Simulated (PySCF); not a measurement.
hydrogen isocyanide (CHN), singlet, geometry from GFN2-xTB, with bond 3-2 at 1.8 times its length; CASSCF(6,4)/6-31G* (PySCF).

Here is a job for PySCF.
```python
from pyscf import gto, scf, mcscf
import numpy

mol = gto.Mole()
mol.atom = '''
    C    -0.000000   -0.000000   -0.733210
    N     0.000000    0.000000    0.425228
    H     0.000000    0.000000    2.220614
'''
mol.basis = '6-31g*'
mol.charge = 0
mol.spin = 0
mol.verbose = 4
mol.build()

mf = scf.RHF(mol)
mf.kernel()
mc = mcscf.CASSCF(mf, 4, 6)
mc.kernel()
occ = numpy.linalg.eigvalsh(mc.fcisolver.make_rdm1(mc.ci, mc.ncas, mc.nelecas))[::-1]
ss = mc.fcisolver.spin_square(mc.ci, mc.ncas, mc.nelecas)[0]
print('natural occupations', occ.round(4), ' <S^2>', round(ss, 4))
```

It wrote (shortened):

```
PySCF version 2.14.0

[INPUT] verbose = 4
[INPUT] num. atoms = 3
[INPUT] num. electrons = 14
[INPUT] charge = 0
[INPUT] spin (= nelec alpha-beta = 2S) = 0
[INPUT] symmetry False subgroup None
[INPUT] Mole.unit = angstrom
[INPUT] Symbol           X                Y                Z      unit          X                Y                Z       unit  Magmom
[...]
nuclear repulsion = 22.3237983861462
number of shells = 14
number of NR pGTOs = 58
number of NR cGTOs = 30
basis = 6-31g*
ecp = {}

******** <class 'pyscf.scf.hf.RHF'> ********
method = RHF
initial guess = minao
damping factor = 0
level_shift factor = 0
DIIS = <class 'pyscf.scf.diis.CDIIS'>
diis_start_cycle = 1
diis_space = 8
diis_damp = 0
SCF conv_tol = 1e-09
SCF conv_tol_grad = None
SCF max_cycles = 50
direct_scf = True
direct_scf_tol = 1e-13
Set gradient conv threshold to 3.16228e-05
Initial guess from minao.
init E= -92.6062183601279
[...]
cycle= 1 E= -92.6527732801332  delta_E= -0.0466  |g|= 0.195  |ddm|= 1.75
[...]
cycle= 2 E= -92.6688005679927  delta_E= -0.016  |g|= 0.0739  |ddm|= 0.332
[...]
cycle= 3 E= -92.670965141999  delta_E= -0.00216  |g|= 0.0404  |ddm|= 0.103
[...]
cycle= 4 E= -92.6716963012415  delta_E= -0.000731  |g|= 0.0145  |ddm|= 0.0547
[...]
cycle= 5 E= -92.6718333838405  delta_E= -0.000137  |g|= 0.00606  |ddm|= 0.0216
[...]
cycle= 6 E= -92.6718784122019  delta_E= -4.5e-05  |g|= 0.00133  |ddm|= 0.0207
[...]
cycle= 7 E= -92.6718799103215  delta_E= -1.5e-06  |g|= 0.000263  |ddm|= 0.00392
[...]
cycle= 8 E= -92.6718799579692  delta_E= -4.76e-08  |g|= 3.43e-05  |ddm|= 0.00071
[...]
cycle= 9 E= -92.6718799587619  delta_E= -7.93e-10  |g|= 5.32e-06  |ddm|= 9.02e-05
[...]
Extra cycle  E= -92.6718799587755  delta_E= -1.36e-11  |g|= 2.11e-06  |ddm|= 1.08e-05
converged SCF energy = -92.6718799587755

******** <class 'pyscf.mcscf.mc1step.CASSCF'> ********
CAS (3e+3e, 4o), ncore = 4, nvir = 22
max_cycle_macro = 50
max_cycle_micro = 4
conv_tol = 1e-07
conv_tol_grad = None
orbital rotation max_stepsize = 0.02
orbital rotation threshold for CI restart = 0.01
augmented hessian ah_max_cycle = 30
augmented hessian ah_conv_tol = 1e-12
augmented hessian ah_linear dependence = 1e-14
augmented hessian ah_level shift = 1e-08
augmented hessian ah_start_tol = 2.5
augmented hessian ah_start_cycle = 3
augmented hessian ah_grad_trust_region = 3
kf_trust_region = 3
kf_interval = 4
ci_response_space = 4
ci_grad_trust_region = 3
with_dep4 0
natorb = False
canonicalization = True
sorting_mo_energy = False
ao2mo_level = 2
internal_rotation = False
******** <class 'pyscf.fci.direct_spin1.FCISolver'> ********
max. cycles = 50
conv_tol = 1e-08
davidson only = False
linear dependence = 1e-12
level shift = 0.001
max iter space = 12
nroots = 1
pspace_size = 400
spin = None
CASCI E = -92.6749939339565  S^2 = 0.0000000
Set conv_tol_grad to 0.000316228
macro iter   1 ( 21 JK    4 micro), CASSCF E = -92.6865872002236  dE = -1.15932663e-02  S^2 = 0.0000000
               |grad[o]|=0.021  |grad[c]|=0.0218  |ddm|=0.0704  |maxRot[o]|=0.314
macro iter   2 ( 21 JK    4 micro), CASSCF E = -92.7062262681644  dE = -1.96390679e-02  S^2 = 0.0000000
               |grad[o]|=0.0569  |grad[c]|=0.0135  |ddm|=0.0926  |maxRot[o]|=0.314
macro iter   3 ( 17 JK    4 micro), CASSCF E = -92.7149465390836  dE = -8.72027092e-03  S^2 = 0.0000000
               |grad[o]|=0.055  |grad[c]|=0.0134  |ddm|=0.0423  |maxRot[o]|=0.137
macro iter   4 ( 21 JK    4 micro), CASSCF E = -92.7188220696288  dE = -3.87553055e-03  S^2 = 0.0000000
               |grad[o]|=0.0226  |grad[c]|=0.00386  |ddm|=0.00839  |maxRot[o]|=0.159
macro iter   5 ( 18 JK    4 micro), CASSCF E = -92.7193472454271  dE = -5.25175798e-04  S^2 = 0.0000000
               |grad[o]|=0.0106  |grad[c]|=0.00135  |ddm|=0.00966  |maxRot[o]|=0.078
macro iter   6 ( 17 JK    4 micro), CASSCF E = -92.7193632658603  dE = -1.60204332e-05  S^2 = 0.0000000
               |grad[o]|=0.00267  |grad[c]|=0.0101  |ddm|=0.00239  |maxRot[o]|=0.0968
macro iter   7 ( 17 JK    4 micro), CASSCF E = -92.7193818204973  dE = -1.85546370e-05  S^2 = 0.0000000
               |grad[o]|=0.00258  |grad[c]|=0.0116  |ddm|=0.00609  |maxRot[o]|=0.109
macro iter   8 (  7 JK    2 micro), CASSCF E = -92.7193968634781  dE = -1.50429808e-05  S^2 = 0.0000000
               |grad[o]|=0.00253  |grad[c]|=0.00624  |ddm|=0.00359  |maxRot[o]|=0.0699
macro iter   9 (  7 JK    2 micro), CASSCF E = -92.7194149191004  dE = -1.80556222e-05  S^2 = 0.0000000
               |grad[o]|=0.00253  |grad[c]|=0.00651  |ddm|=0.00366  |maxRot[o]|=0.0699
macro iter  10 (  7 JK    2 micro), CASSCF E = -92.7194354793018  dE = -2.05602015e-05  S^2 = 0.0000000
               |grad[o]|=0.00249  |grad[c]|=0.00681  |ddm|=0.00341  |maxRot[o]|=0.0699
macro iter  11 (  7 JK    2 micro), CASSCF E = -92.7194578628236  dE = -2.23835218e-05  S^2 = 0.0000000
               |grad[o]|=0.00242  |grad[c]|=0.00712  |ddm|=0.00295  |maxRot[o]|=0.0699
macro iter  12 (  7 JK    2 micro), CASSCF E = -92.7194812728805  dE = -2.34100568e-05  S^2 = 0.0000000
               |grad[o]|=0.0023  |grad[c]|=0.00738  |ddm|=0.00236  |maxRot[o]|=0.0699
macro iter  13 (  7 JK    2 micro), CASSCF E = -92.7195048223338  dE = -2.35494533e-05  S^2 = 0.0000000
               |grad[o]|=0.00215  |grad[c]|=0.00755  |ddm|=0.00157  |maxRot[o]|=0.0699
macro iter  14 (  7 JK    2 micro), CASSCF E = -92.7195275779535  dE = -2.27556197e-05  S^2 = 0.0000000
               |grad[o]|=0.00197  |grad[c]|=0.00758  |ddm|=0.00101  |maxRot[o]|=0.0699
macro iter  15 (  7 JK    2 micro), CASSCF E = -92.7195486243576  dE = -2.10464041e-05  S^2 = 0.0000000
               |grad[o]|=0.00176  |grad[c]|=0.00747  |ddm|=0.000515  |maxRot[o]|=0.0699
macro iter  16 (  7 JK    2 micro), CASSCF E = -92.7195670988829  dE = -1.84745253e-05  S^2 = 0.0000000
               |grad[o]|=0.00153  |grad[c]|=0.00722  |ddm|=0.000225  |maxRot[o]|=0.0699
macro iter  17 (  7 JK    2 micro), CASSCF E = -92.7195822655238  dE = -1.51666410e-05  S^2 = 0.0000000
               |grad[o]|=0.00129  |grad[c]|=0.00683  |ddm|=0.000408  |maxRot[o]|=0.0699
macro iter  18 (  7 JK    2 micro), CASSCF E = -92.7195935862259  dE = -1.13207020e-05  S^2 = 0.0000000
               |grad[o]|=0.00103  |grad[c]|=0.00637  |ddm|=0.000682  |maxRot[o]|=0.0699
macro iter  19 (  7 JK    2 micro), CASSCF E = -92.7196007453400  dE = -7.15911412e-06  S^2 = 0.0000000
               |grad[o]|=0.000757  |grad[c]|=0.00591  |ddm|=0.000861  |maxRot[o]|=0.0699
macro iter  20 (  6 JK    2 micro), CASSCF E = -92.7196032559917  dE = -2.51065173e-06  S^2 = 0.0000000
               |grad[o]|=0.000467  |grad[c]|=0.00282  |ddm|=0.000475  |maxRot[o]|= 0.05
macro iter  21 (  4 JK    1 micro), CASSCF E = -92.7196037426318  dE = -4.86640104e-07  S^2 = 0.0000000
               |grad[o]|=0.000235  |grad[c]|=0.00117  |ddm|=0.000149  |maxRot[o]|=0.033
macro iter  22 (  3 JK    1 micro), CASSCF E = -92.7196037454361  dE = -2.80427059e-09  S^2 = 0.0000000
               |grad[o]|=4.05e-05  |grad[c]|=2.41e-05  |ddm|=5.38e-05  |maxRot[o]|=0.000398
1-step CASSCF converged in  22 macro (229 JK  56 micro) steps
CASSCF canonicalization
Density matrix diagonal elements [1.99974949 1.99950551 1.84176264 0.15898237]
CASSCF energy = -92.7196037454361
CASCI E = -92.7196037454361  E(CI) = -10.3995222596620  S^2 = 0.0000000
natural occupations [1.9998 1.9995 1.8509 0.1497]  <S^2> 0.0
```
